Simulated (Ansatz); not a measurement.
The same path of CH$_{6}$GeOSSi (11 atoms, charge 0, multiplicity 1) was run twice with different band settings. Lost on the way: Ge2–O3, C4–S5, C4–H10. Made: S5–H10.

These are results of RKS B3LYP-D4/def2-SVP (Ansatz 0.2.0), not measurements.

Relaxed end points:

```xyz
11
Properties=species:S:1:pos:R:3
Si -1.007 -1.633 1.261
Ge 0.157 0.363 0.668
O 1.297 -0.264 -0.746
C 0.546 0.768 -1.228
S 1.514 2.243 -1.672
H -1.989 -1.349 2.347
H -1.727 -2.096 0.042
H -0.047 -2.677 1.716
H 1.096 1.073 1.662
H -0.226 0.524 -1.978
H 0.452 2.992 -2.052
```

```xyz
11
Properties=species:S:1:pos:R:3
Si -1.024 -1.695 1.568
Ge -0.769 0.414 0.296
O 1.247 -1.056 -1.594
C 0.606 -0.525 -0.816
S 1.598 2.602 -1.971
H -1.911 -1.361 2.725
H -1.725 -2.718 0.732
H 0.224 -2.315 2.109
H 0.434 0.969 1.167
H 0.734 2.455 -3.002
H 0.651 3.174 -1.192
```

Common settings: movable images 5; climbing image yes; spring 5.0 eV/Å²; optimiser quadratic models (default); start path through a guess of the saddle point; force threshold 0.03 eV/Å; end points relaxed.

| run | iteration limit |
| --- | --- |
| 1 | 56 |
| 2 | 6 |

(1) What does each run give, and how far can it be trusted?

Answers

(1) Run 1: converged after 29 iterations, highest image 1.877 eV above the first end. Neighbouring images differ by up to 1.7 eV, so the band resolves the path poorly. A vibrational analysis at the climbing image gives one clearly imaginary mode, 708i cm⁻¹: a first-order saddle point.
Run 2: not converged after 6 iterations, highest image 1.905 eV above the first end. The band didn't meet its force threshold, so its energies are provisional: the largest band force was still 2.34 eV/Å, and over the last iterations the top moved between 1.90 and 2.91 eV.
The orbitals stay closed-shell, which can raise the energy where a bond breaks towards radicals; this wasn't checked here.
